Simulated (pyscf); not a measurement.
F–MoH(F)(F)=S, singlet

Gas-phase minimum from PySCF at ωB97X-D3(BJ)/def2-SVP, one conformer. 

SMILES: [F][MoH]([F])([F])=[S]
```xyz
6

F      2.0002    -0.4310    -0.4320
Mo     0.2902     0.1815    -0.2001
F     -0.9800     1.4288    -0.6285
F     -0.2704    -0.8642    -1.6203
S     -0.1565    -0.3299     1.7354
H      1.1537     1.5941     0.0685
```
Charge 0, spin multiplicity 1.

Bonded distances (Å): F1–Mo2 1.831, Mo2–F3 1.831, Mo2–F4 1.851, Mo2–S5 2.051, Mo2–H6 1.677. Angles (°): F1–Mo2–F3 147.8, F1–Mo2–F4 89.8, F1–Mo2–S5 103.9, F1–Mo2–H6 79.7, F3–Mo2–F4 89.7, F3–Mo2–S5 103.9, F3–Mo2–H6 79.7, F4–Mo2–S5 121.1, F4–Mo2–H6 139.0, S5–Mo2–H6 99.8.

Properties at ωB97X-D3(BJ)/def2-SVP:

```yaml
harmonic_wavenumbers_unscaled: 163, 204, 212, 241, 249, 560, 651, 691, 736, 763, 951, 2054 cm⁻¹
zero_point_energy: 10.7 kcal/mol
rotational_symmetry_number: 1
Entropy of this conformer at 298 K and 1 atm, rigid rotor and harmonic oscillator, modes under 100 cm⁻¹ raised to 100: 339.4 J/(mol K)
dipole_moment: 1.30 D
```

Single-point totals, which compare only within one level:

```tsv
level	total energy (hartree)
ωB97X-D3(BJ)/def2-TZVP	-766.85814
PBE/def2-TZVP	-766.43432
r²SCAN/def2-TZVP	-766.73885
B3LYP-D3(BJ)/def2-TZVP	-766.88027
PBE0-D3(BJ)/def2-TZVP	-766.38826
M06-2X/def2-TZVP	-766.55783
ωB97M-D3(BJ)/def2-TZVP	-766.85981
```

Elements past Kr carry the def2 core potentials, without spin-orbit coupling.
